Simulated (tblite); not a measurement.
Start geometry of `N#CC([SiH3])=C=C[SiH3]` from a force field or distance geometry (Å):
```
atom  x, y, z in Å
N1    -1.5651    1.8042   -2.5659
C2    -1.3334    1.0885   -1.7008
C3    -1.0271    0.2018   -0.6206
Si4   -2.3886   -0.1957    0.4863
C5     0.1619   -0.2781   -0.4787
C6     1.3567   -0.7661   -0.3705
Si7    2.6099    0.0338    0.6824
H8    -1.9256   -1.0842    1.6031
H9    -2.9510    1.0173    1.1168
H10   -3.4828   -0.9133   -0.2174
H11    1.6612   -1.6514   -0.9163
H12    3.2492    1.1530   -0.0326
H13    1.9776    0.5483    1.9397
H14    3.6565   -0.9586    1.0523
```

**Question.** What comes out of this run: GFN2-xTB geometry optimisation, gas phase in tblite?

**Answer.** 
```
atom  x, y, z in Å
N1    -1.6977    1.9839   -2.3347
C2    -1.3781    1.1827   -1.5769
C3    -1.0391    0.2078   -0.6281
Si4   -2.4315   -0.3503    0.5363
C5     0.1730   -0.2856   -0.5805
C6     1.3762   -0.7250   -0.4335
Si7    2.6503    0.1160    0.6834
H8    -1.8692   -1.3978    1.3880
H9    -2.8575    0.8080    1.3227
H10   -3.5352   -0.8540   -0.2818
H11    1.7062   -1.5999   -0.9755
H12    3.7940    0.4947   -0.1484
H13    2.0441    1.2843    1.3165
H14    3.0639   -0.8653    1.6904
```

The energy falls by 0.289 eV over 117 L-BFGS steps, the largest force on an atom goes from 3.31 to 0.006 eV/Å, and the atoms move by 0.454 Å rms after alignment. The bond that changes most is C3–Si4 (outer carbon of cumulated double bonds to SiH3 silicon), which lengthens by 0.100 Å. Bonds longer at the end by more than 0.005 Å: 3 of 13; shorter: 8. Among the angles that change most is H8–Si4–H9, from 106.6° to 111.5°. Among the dihedrals that turn most is C5–C6–Si7–H12, from -82° to -121°. Rotational constants go from 2626, 911.8, 728.2 to 2541, 888.4, 713.5 MHz. The orientation of the end geometry is arbitrary; only internal coordinates are fixed.

The run took 0.64 s wall on one thread, Arm Neoverse V2 (aarch64), no GPU, shared host with 96 logical CPUs at a one-minute load of 80.

Its GFN2-xTB frequencies are all real (lowest 51 cm⁻¹). 3 starts were optimised and ended at 0.00, 0.41 and 0.44 kcal/mol (GFN2-xTB); the lowest of these is shown.

The numbers are calculated, not measured.
